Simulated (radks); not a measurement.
Results of a calculation; reference values are marked as such.
Spherical jellium clusters: N electrons in a uniform positive sphere of charge N and radius rs N^(1/3), rs = 5.3 bohr. Level of theory: non-relativistic Kohn-Sham, PBEsol, spin-polarised, spherical densities (a radial shooting solver with Libxc functionals). Levels are named by radial order and angular momentum (1s, 1p, 1d, 2s, ...), and open shells are averaged over m.

N = 2, configuration 1s2. This is the lowest configuration that the search found. Occupied and some empty levels:

level,occupation,eigenvalue (eV),<r> (bohr)
1s,2,-2.5356,5.101
1p,0,-1.2038,6.917

Energy (eV): total -3.27343, kinetic 2.0273, external -19.243, Hartree 9.6105, exchange-correlation -5.4488, background 9.7801.
